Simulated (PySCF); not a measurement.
silanone (H2OSi), SMILES O=[SiH2].

Coordinates come from a ωB97X-D3(BJ)/def2-TZVP optimisation.

Two levels are set side by side: TDA-PBE/def2-TZVPD (PySCF) and EOM-CCSD/aug-cc-pVDZ (PySCF). Vertical, same geometry; the bases differ. Differences are taken from unrounded values.

| quantity | EOM-CCSD |
|---|---|
| lowest singlet excitation (eV) | 4.21 |
| lowest triplet excitation (TDA for PBE) (eV) | 3.99 |

What does TDA-PBE give, and how far is it from EOM-CCSD? (Estimate from the structure and the level; the computed values follow.)


| quantity | TDA-PBE | TDA-PBE minus EOM-CCSD |
|---|---|---|
| lowest singlet excitation (eV) | 3.78 | -0.43 |
| lowest triplet excitation (TDA for PBE) (eV) | 3.40 | -0.59 |

A lower first singlet is the usual sign of a functional without exact exchange. Differences between two approximate levels are no errors against the true value.

Rough cost on one machine, each run with all the roots and properties that it gave: EOM-CCSD against TDA-PBE about 3 times.
